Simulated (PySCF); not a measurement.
Compound: C2H6F3PSi.
InChI=1S/C2H6F3PSi/c1-6(7)2(3,4)5/h1,7H3

Computed with TDDFT PBE0/def2-SVPD, vertical, gas phase, core orbitals frozen in the response (PySCF). Isolated species at its GFN2-xTB geometry, gas phase. Torsions of this conformer, `[CH3:1][P:2]([SiH3:3])[C:4]([F:5])([F:6])[F:7]`: C1–P2–C4–F5 171°.

Task: Predict the UV-vis stick spectrum at this level.

Result: 

```json
{"state": "S1", "E (eV)": "5.96", "ν̃ (cm⁻¹)": "48040", "f": "0.015", "main configurations (H = HOMO, L = LUMO)": "H→L (84%), H→L+1 (11%)"}
{"state": "S2", "E (eV)": "6.43", "ν̃ (cm⁻¹)": "51850", "f": "0.174", "main configurations (H = HOMO, L = LUMO)": "H→L+1 (82%), H→L (9%)"}
{"state": "S3", "E (eV)": "6.93", "ν̃ (cm⁻¹)": "55860", "f": "0.023", "main configurations (H = HOMO, L = LUMO)": "H→L+2 (85%)"}
{"state": "S4", "E (eV)": "7.08", "ν̃ (cm⁻¹)": "57130", "f": "0.0060", "main configurations (H = HOMO, L = LUMO)": "H→L+3 (86%)"}
{"state": "S5", "E (eV)": "7.23", "ν̃ (cm⁻¹)": "58300", "f": "0.023", "main configurations (H = HOMO, L = LUMO)": "H→L+4 (84%)"}
{"state": "S6", "E (eV)": "7.73", "ν̃ (cm⁻¹)": "62370", "f": "0.013", "main configurations (H = HOMO, L = LUMO)": "H→L+5 (93%)"}
{"state": "S7", "E (eV)": "7.96", "ν̃ (cm⁻¹)": "64190", "f": "0.056", "main configurations (H = HOMO, L = LUMO)": "H-1→L (70%), H→L+6 (10%)"}
{"state": "S8", "E (eV)": "8.03", "ν̃ (cm⁻¹)": "64780", "f": "0.055", "main configurations (H = HOMO, L = LUMO)": "H-1→L+1 (90%)"}
```

Triplets, Tamm–Dancoff:

| state | E (eV) | λ (nm) | main configurations (H = HOMO, L = LUMO) |
| --- | --- | --- | --- |
| T1 | 5.02 | 247.0 | H→L (86%) |
| T2 | 5.34 | 232.1 | H→L+1 (82%) |
| T3 | 6.47 | 191.6 | H→L+2 (60%), H→L+3 (27%) |

The lowest singlet comes at 208 nm (575 kJ/mol) in the ultraviolet; it is weak; its leading configuration is HOMO→LUMO (84%). The strongest level in the table is S2 at 6.43 eV (193 nm, f = 0.174). Löwdin shares by element: HOMO phosphorus 59%, carbon 16%, silicon 11%; LUMO phosphorus 36%, carbon 20%, silicon 18% (atoms not listed hold the other 26%). Weighted by f, the mean energy of these states is 7.03 eV. The oscillator strengths of these states sum to 0.365; summed over the whole spectrum of an exact calculation they would give the number of electrons, 74 (Thomas–Reiche–Kuhn). Of the 8 states listed, 7 reach f = 0.01 and none stays under 0.0005. No computed singlet lies in the visible range (380 to 750 nm); the lowest, at 208 nm, stands 2.69 eV above its violet end (3.26 eV). Only the lowest 8 singlets were computed, as vertical energies without vibronic structure.

Rough CPU time on one thread of a shared machine: about 70 s.
